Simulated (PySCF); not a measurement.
A structure optimised at PBE-D3(BJ)/def2-SVP, used in a PySCF frequency run:

```xyz
11

Si    -2.2078     0.1568     0.5304
Si    -0.2938     1.4819     0.1849
Si     1.5578     0.0347     0.1942
Cl     0.9945    -1.6423    -0.9326
H     -2.0047    -0.7021     1.7492
H     -3.4223     1.0212     0.7398
H     -2.4282    -0.7242    -0.6668
H     -0.3751     2.1885    -1.1433
H     -0.1400     2.5149     1.2730
H      1.8767    -0.4255     1.5903
H      2.7997     0.6187    -0.4201
```

### Question
Write its SMILES and formula.

### Answer
[SiH3][SiH2][SiH2]Cl, ClH₇Si₃

### Question
What are its rotational constants (standard atomic weights)?

### Answer
3.2570, 1.3954, 1.0575 GHz
